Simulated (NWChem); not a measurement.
System: SiHOCl$_{3}$; SMILES Cl[Si](O)(Cl)Cl

```xyz
6

O     -1.8997     0.1372     0.0000
Si    -0.2694     0.0199     0.0000
Cl     0.4030    -0.9796     1.6522
Cl     0.4517     1.9180     0.0000
Cl     0.4030    -0.9796    -1.6522
H     -2.4137    -0.6771     0.0000
```
Atoms are numbered in this order, from 1.

Geometry: optimised at PBE0/def2-SVP.

Symmetry labels are those of Cs in the frame above (b1 and b2, or b-type labels, depend on it).

### Question
List the 4 lowest vertical singlet excitations from PBE/def2-SVPD, TDA (NWChem).

### Answer
| state | energy (eV) | oscillator strength | symmetry | leading excitation (squared amplitude) |
|---|---|---|---|---|
| S1 | 6.60 | 0.001 | a" | HOMO → LUMO (0.98) |
| S2 | 6.65 | 0.001 | a" | HOMO−1 → LUMO (0.99) |
| S3 | 6.88 | 0.015 | a' | HOMO−2 → LUMO (0.98) |
| S4 | 7.30 | 0.000 | a" | HOMO → LUMO+1 (0.98) |
